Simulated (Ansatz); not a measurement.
Start from `[OH][GeH2][F]` and change one atom or group to get `[F][GeH2][F]`.

Ansatz, PBE0-D4/def2-TZVP geometries, multiplicity 1. Each molecule was computed in one conformer, which needn't be the lowest.

Outer-core shells of Ge are correlated without core-valence functions. Scalar relativity is left out up to krypton. Spin–orbit coupling is left out.

```tsv
property	`[OH][GeH2][F]`
zero-point energy (PBE0-D4/def2-TZVP) / kJ/mol	84.0
LUMO energy (B3LYP/def2-TZVPP) / eV	-0.08
LUMO energy (PBE0/def2-TZVPP) / eV	0.27
size of the dipole moment (B3LYP/def2-TZVPP) / D	1.95
HOMO energy (ωB97M-V/def2-TZVPP) / eV	-11.65
vertical ionisation energy (CCSD(T)/def2-TZVPP) / eV	12.13
```

(1) Give the same properties after the change, and the shifts. (An estimate is asked.)

Results:

(1) Computed: 
```json
{"property": "zero-point energy (PBE0-D4/def2-TZVP) / kJ/mol", "`[F][GeH2][F]`": "53.9", "shift": "-30.1"}
{"property": "LUMO energy (B3LYP/def2-TZVPP) / eV", "`[F][GeH2][F]`": "-0.31", "shift": "-0.23"}
{"property": "LUMO energy (PBE0/def2-TZVPP) / eV", "`[F][GeH2][F]`": "-0.01", "shift": "-0.28"}
{"property": "size of the dipole moment (B3LYP/def2-TZVPP) / D", "`[F][GeH2][F]`": "2.60", "shift": "0.65"}
{"property": "HOMO energy (ωB97M-V/def2-TZVPP) / eV", "`[F][GeH2][F]`": "-12.32", "shift": "-0.67"}
{"property": "vertical ionisation energy (CCSD(T)/def2-TZVPP) / eV", "`[F][GeH2][F]`": "13.03", "shift": "0.90"}
```

With PBE0 the HOMO falls by 0.75 eV and the LUMO falls by 0.28 eV, so the gap widens by about 0.47 eV. PBE moves the HOMO by -0.82 eV and ωB97M-V by -0.67 eV. The zero-point energy changes by -30.1 kJ/mol with -3 modes. Dipoles are sizes alone; their direction can turn.

B3LYP here is the variant with VWN-RPA as its local correlation; programs differ in this.
